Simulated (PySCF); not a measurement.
From one molecule to another.

First species: C8H8F2.
SMILES with atom numbers: `[CH:1]#[C:2][CH2:3][C:4](=[CH2:5])[CH2:6][CH:7]=[C:8]([F:9])[F:10]` (hydrogens: H11 on C1; H12, H13 on C3; H14, H15 on C5; H16, H17 on C6; H18 on C7)

Cartesian coordinates in Å at the GFN2-xTB level; atoms count from 1:
```
atom  x, y, z in Å
C1    -2.888    1.121   -0.430
C2    -2.066    0.612    0.275
C3    -1.052   -0.027    1.093
C4    -0.225   -0.968    0.255
C5    -0.264   -2.280    0.405
C6     0.654   -0.296   -0.772
C7     1.845    0.320   -0.103
C8     2.071    1.616   -0.052
F9     1.312    2.562   -0.598
F10    3.116    2.182    0.552
H11   -3.619    1.576   -1.029
H12   -0.409    0.748    1.522
H13   -1.538   -0.569    1.908
H14   -0.893   -2.752    1.141
H15    0.326   -2.940   -0.207
H16    1.000   -1.034   -1.498
H17    0.080    0.473   -1.292
H18    2.542   -0.336    0.392
```

Second species: C8H11FSi.
InChI=1S/C8H11FSi/c1-2-10-5-7(8(10)9)6-3-4-6/h1,6-8,10H,3-5H2/t7-,8-,10-/m1/s1

Levels: PBE0/pcSseg-1 for dipole moment, HOMO energy, LUMO energy and HOMO–LUMO gap; GFN2-xTB for rotational constant A and rotational constant C. Geometries: GFN2-xTB. Each structure is a single optimised conformer of the isolated species, non-relativistic unless stated. Electronic properties by PySCF.

The conformers computed, where there is a choice (atom-mapped SMILES and torsion angles):
- `[CH:1]#[C:2][CH2:3][C:4](=[CH2:5])[CH2:6][CH:7]=[C:8]([F:9])[F:10]`: C2–C3–C4–C5 -112°, C3–C4–C6–C7 76°, C4–C6–C7–C8 -114°
- `[CH:1]#[C:2][Si@@H:3]1[CH2:4][C@H:5]([CH:6]2[CH2:7][CH2:8]2)[C@@H:9]1[F:10]`: C4–C5–C6–C7 155°

```tsv
property	column X	column Y
dipole moment	1.34 D	1.51 D
HOMO energy	-7.52 eV	-7.42 eV
LUMO energy	-0.50 eV	-0.17 eV
HOMO–LUMO gap	7.02 eV	7.25 eV
rotational constant A	2.389 GHz	1.858 GHz
rotational constant C	0.599 GHz	0.635 GHz
```

(1) Which column belongs to which species?

(2) How does each property change from the first species to the second?

Results:

(1) Column X is the second species and column Y the first. The first has 18 atoms and 74 electrons, the second 21 and 82.

(2) dipole moment -0.17 D; HOMO energy -0.10 eV; LUMO energy -0.33 eV; HOMO–LUMO gap -0.23 eV; rotational constant A +0.531 GHz; rotational constant C -0.036 GHz.

On the first: The dipole equals about 5.0 × 10⁻³⁰ C·m (1 D = 3.33564 × 10⁻³⁰ C·m).

On the second: The dipole equals about 4.5 × 10⁻³⁰ C·m (1 D = 3.33564 × 10⁻³⁰ C·m). A dipole of 1.34 D is allowed in C1, and pure rotational transitions are dipole-allowed.
